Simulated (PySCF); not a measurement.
PySCF input for F₅Nb, SMILES [F][Nb]([F])([F])([F])[F] (connectivity only; charge and spin as stated), charge +1, multiplicity 2, C-PCM-M06-2X/def2-SVP. Coordinates come from a r2SCAN-D4/def2-SVP optimisation. The geometry has at least one imaginary mode, so it is a saddle point at that level. The spin state was assumed, not searched. The isomer is the one that the SMILES or the coordinates give; other isomers of the formula were not compared. The def2 effective core potentials stand for the cores of Nb; spin–orbit coupling is left out.

```python
import numpy as np
from pyscf import gto, scf, dft
from pyscf.solvent import pcm

mol = gto.M(
    atom='''
    Nb   -0.00000000   -0.00000000   -0.14303462
    F     1.46203468    0.00000001   -1.17969856
    F    -1.46203467    0.00000001   -1.17969857
    F    -0.00000000   -0.00000001    1.93315317
    F     0.00000000    1.72232013    0.53892308
    F    -0.00000000   -1.72232013    0.53892305
    ''',
    basis='def2-SVP',
    ecp={'Nb': 'def2-svp'},
    charge=1,
    spin=1,
    max_memory=1600,
    verbose=3,
)
mf = dft.UKS(mol, xc='m06-2x').density_fit(auxbasis='def2-universal-jkfit')
mf.grids.level = 4
mf.conv_tol = 1e-9
mf.max_cycle = 100
mf.kernel()
fine, coarse = mf.grids, dft.Grids(mol).set(level=1).build(with_non0tab=True)
for _ in range(3):  # follow internal instabilities
    mf.grids = coarse
    mo, _, stable, _ = mf.stability(return_status=True, nroots=4)
    mf.grids = fine
    if stable:
        break
    mf.kernel(mf.make_rdm1(mo, mf.mo_occ))
res = {}
for name, eps in {'water': 78.355, 'ethanol': 24.852, 'chlorobenzene': 5.6968}.items():
    s = mf.PCM()
    s.with_solvent.method, s.with_solvent.eps, s.with_solvent.lebedev_order = 'C-PCM', eps, 29
    s.kernel(mf.make_rdm1())
    res[name] = (s.e_tot, eps, s.dip_moment(), s.mo_energy, s.converged)
    print(f'{name}: electrostatic solvation free energy {(s.e_tot - mf.e_tot) * 627.509474:.3f} kcal/mol')
```

It prints:

```

WARN: HOMO -0.737223410789273 >= LUMO -0.737223410789262

converged SCF energy = -555.300609657916  <S^2> = 0.75361042  2S+1 = 2.0036072
<class 'pyscf.df.df_jk.DFUKS'> wavefunction is stable in the internal stability analysis

WARN: PCM is an experimental feature. It is still in testing.
Features and APIs may be changed in the future.

converged SCF energy = -555.412517283241  <S^2> = 0.75341189  2S+1 = 2.003409

WARN: System has nonzero charge 1; the dipole moment is origin-dependent.
Location of origin: [0. 0. 0.]

Dipole moment(X, Y, Z, Debye): -0.00000, -0.00000,  1.10772
water: electrostatic solvation free energy -70.223 kcal/mol

WARN: PCM is an experimental feature. It is still in testing.
Features and APIs may be changed in the future.

converged SCF energy = -555.409369310903  <S^2> = 0.75341748  2S+1 = 2.0034146

WARN: System has nonzero charge 1; the dipole moment is origin-dependent.
Location of origin: [0. 0. 0.]

Dipole moment(X, Y, Z, Debye): -0.00000, -0.00000,  1.10300
ethanol: electrostatic solvation free energy -68.248 kcal/mol

WARN: PCM is an experimental feature. It is still in testing.
Features and APIs may be changed in the future.

converged SCF energy = -555.393896923548  <S^2> = 0.75344523  2S+1 = 2.0034423

WARN: System has nonzero charge 1; the dipole moment is origin-dependent.
Location of origin: [0. 0. 0.]

Dipole moment(X, Y, Z, Debye): -0.00000, -0.00000,  1.08038
chlorobenzene: electrostatic solvation free energy -58.539 kcal/mol
```

The run converged.

Cost: very roughly 5 core-minutes.
